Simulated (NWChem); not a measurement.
System: MoN2H4O2; SMILES [NH2][Mo]([NH2])(=[O])=[O]

The following NWChem deck was run.

```
start job
memory heap 200 mb stack 900 mb global 1100 mb
geometry units angstroms
  Mo     0.079447    -0.003810     0.011016
  O      1.045145     0.778625    -1.056309
  O      0.642366    -0.858948     1.289941
  N     -0.984814    -1.211439    -1.014129
  H     -1.129106    -1.165874    -2.023260
  H     -1.359373    -2.100325    -0.684446
  N     -1.105494     1.310935     0.724731
  H     -1.291077     2.227279     0.316341
  H     -1.521538     1.292040     1.656284
end
basis spherical
  * library def2-svp
end
ecp
  Mo library def2-ecp
end
dft
  xc pbe0
  iterations 150
end
driver
  maxiter 120
end
task dft optimize
```

Not confirmed as a minimum by frequencies. def2 effective core potentials on Mo; no spin-orbit coupling.

The level has its own optimisation.

Task: Give the results of this calculation. (PBE0/def2-SVP with def2 effective core potentials on Mo.) Quantities: r Mo–O (Å); r Mo–N (Å); r H–N (Å); dipole (D).

Result: 
- r Mo–O (Å): 1.682
- r Mo–N (Å): 1.930
- r H–N (Å): 1.016
- dipole (D): 4.25
